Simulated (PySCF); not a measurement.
Peak assignment

Molfile (atoms numbered from 1):
```
C6H14FPSi
     RDKit          3D

 23 23  0  0  0  0  0  0  0  0999 V2000
    3.2635    0.3953    0.1069 C   0  0  0  0  0  0  0  0  0  0  0  0
    1.5301    0.9241    0.4851 P   0  0  0  0  0  0  0  0  0  0  0  0
    0.8379    0.7343   -1.2329 C   0  0  0  0  0  0  0  0  0  0  0  0
   -0.6794    0.9092   -1.2494 C   0  0  0  0  0  0  0  0  0  0  0  0
   -1.5313   -0.4157   -0.1867 Si  0  0  0  0  0  4  0  0  0  0  0  0
   -3.3863   -0.1376    0.0494 C   0  0  0  0  0  0  0  0  0  0  0  0
   -1.3678   -1.8154   -1.0179 F   0  0  0  0  0  0  0  0  0  0  0  0
   -0.5762   -0.6742    1.4354 C   0  0  0  0  0  0  0  0  0  0  0  0
    0.9310   -0.6924    1.1889 C   0  0  0  0  0  0  0  0  0  0  0  0
    3.2801   -0.5430   -0.4461 H   0  0  0  0  0  0  0  0  0  0  0  0
    3.7512    1.1714   -0.4802 H   0  0  0  0  0  0  0  0  0  0  0  0
    3.8102    0.2763    1.0406 H   0  0  0  0  0  0  0  0  0  0  0  0
    1.3147    1.4956   -1.8586 H   0  0  0  0  0  0  0  0  0  0  0  0
    1.1101   -0.2493   -1.6277 H   0  0  0  0  0  0  0  0  0  0  0  0
   -1.0362    0.8536   -2.2807 H   0  0  0  0  0  0  0  0  0  0  0  0
   -0.9252    1.9076   -0.8846 H   0  0  0  0  0  0  0  0  0  0  0  0
   -3.8291   -0.9607    0.5993 H   0  0  0  0  0  0  0  0  0  0  0  0
   -3.8880   -0.0748   -0.9098 H   0  0  0  0  0  0  0  0  0  0  0  0
   -3.5916    0.7766    0.5938 H   0  0  0  0  0  0  0  0  0  0  0  0
   -0.8090    0.1197    2.1465 H   0  0  0  0  0  0  0  0  0  0  0  0
   -0.8743   -1.6147    1.9049 H   0  0  0  0  0  0  0  0  0  0  0  0
    1.4684   -0.8535    2.1290 H   0  0  0  0  0  0  0  0  0  0  0  0
    1.1928   -1.5054    0.5050 H   0  0  0  0  0  0  0  0  0  0  0  0
  1  2  1  0
  2  3  1  0
  3  4  1  0
  4  5  1  0
  5  6  1  0
  5  7  1  0
  5  8  1  0
  8  9  1  0
  9  2  1  0
  1 10  1  0
  1 11  1  0
  1 12  1  0
  3 13  1  0
  3 14  1  0
  4 15  1  0
  4 16  1  0
  6 17  1  0
  6 18  1  0
  6 19  1  0
  8 20  1  0
  8 21  1  0
  9 22  1  0
  9 23  1  0
M  END
```

[PySCF 2.14.0 with density-fitted response routines: structure optimised with GFN2-xTB; shielding tensors at PBE0/pcSseg-1 (GIAO); single conformer; one averaged value for each set of equivalent atoms; non-relativistic Hamiltonian; isolated molecule]

References, each an isolated molecule treated in the same way: ¹³C (σref 186.93), ¹H (σref 31.72) against TMS.

Question: Assign these signals to the numbered atoms. ¹³C{¹H} NMR (computed): δ 31.4 (CH2), 17.5 (CH3), 15.9 (CH2), -0.6 (CH3).

Answer: 
31.4 → C3/C9, sp3 CH2 bonded to P
17.5 → C1, methyl carbon bonded to P
15.9 → C4/C8, sp3 CH2 bonded to Si
-0.6 → C6, methyl carbon bonded to Si: an electropositive neighbour leaves it electron-rich and shielded

C1 and C4/C8 lie closer than the usual error of such a calculation, so a measured spectrum could show them in the other order.

Question: Assign these signals to the numbered atoms. ¹H NMR (600 MHz, computed): δ 1.91 (m, 2H), 1.46 (m, 2H), 1.36 (m, 2H), 0.99 (m, 3H), 0.74 (m, 2H), 0.07 (m, 3H).

Answer: 
```tsv
δ (ppm)	atoms	environment	reason
1.91	H13/H22	hydrogen on an sp3 CH2 bonded to P	–
1.46	H14/H23	hydrogen on an sp3 CH2 bonded to P	–
1.36	H15/H21	hydrogen on an sp3 CH2 bonded to Si	–
0.99	H10/H11/H12	hydrogen on a methyl carbon bonded to P	–
0.74	H16/H20	hydrogen on an sp3 CH2 bonded to Si	an electropositive neighbour shields it, as in TMS itself
0.07	H17/H18/H19	hydrogen on a methyl carbon bonded to Si	an electropositive neighbour shields it, as in TMS itself
```

H14/H23 and H15/H21 lie closer than the usual error of such a calculation, so a measured spectrum could show them in the other order.

Splittings by ¹⁹F and ³¹P in the carbon and heteronuclear signals aren't shown, as no couplings were computed. Shifts are as computed. Against solution values, carbons near 30 ppm lie about +3 ppm off and those near 130 ppm about +5 ppm. Of 1211 compounds with measured shifts, 218 miss one by over three times the rms of a fit or turn the order of signals round; such compounds aren't used in these exercises. No couplings were computed; multiplicities are counted from neighbouring protons, with m where these are inequivalent, close in shift, in a saturated or five-membered ring or joined by F or P, and br s for small geminal =CH2 splittings.
